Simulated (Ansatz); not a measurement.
Consider the substitution at a C–S bond: `CS[SiH](C)S` + `[BH2][GeH2][OH]` → `[BH2][GeH2][O]C` + `C[SiH](S)S`.

Computed with Ansatz on PBE0-D4/def2-TZVP structures; ΔE is electronic, products minus reactants. CBS: MP2 limit from def2 TZ/QZ plus the TZ coupled-cluster correction, frozen cores. DFT in def2-TZVPP. B3LYP here is the variant with VWN-RPA as its local correlation; programs differ in this. For Ge outer-core shells are correlated without core-valence functions, which leaves a few kJ/mol of doubt a bond. Scalar relativity is left out up to krypton. Each species was taken in one conformer, which may not be the lowest.

(1) Is it downhill or uphill in electronic energy at CCSD(T)/CBS, and by how much? (An estimate is asked.)

(2) What do these levels give: B3LYP-D4, MP2/def2-TZVPP, SCS-MP2/def2-TZVPP, CCSD/def2-TZVPP, HF/def2-QZVPP, MP2/def2-QZVPP? (Best estimate.)

Largest T1 diagnostic among the species: 0.012.

Answers

(1) Computed: Uphill: ΔE = +43.7 kJ/mol.

(2) Computed: B3LYP-D4 39.1, MP2/def2-TZVPP 45.9, SCS-MP2/def2-TZVPP 40.5, CCSD/def2-TZVPP 37.0, HF/def2-QZVPP 28.7, MP2/def2-QZVPP 48.7 kJ/mol.

In def2-TZVPP, CCSD(T) changes the Hartree–Fock value by +10.2 kJ/mol (the triples alone add +1.9 kJ/mol) and MP2 by +17.3 kJ/mol. The D4 term adds +4.9 kJ/mol with B3LYP and +2.8 kJ/mol with PBE0; it sums over pairs of atoms, weighted by their polarisabilities, and B3LYP, whose exchange is more repulsive, gets the larger term.
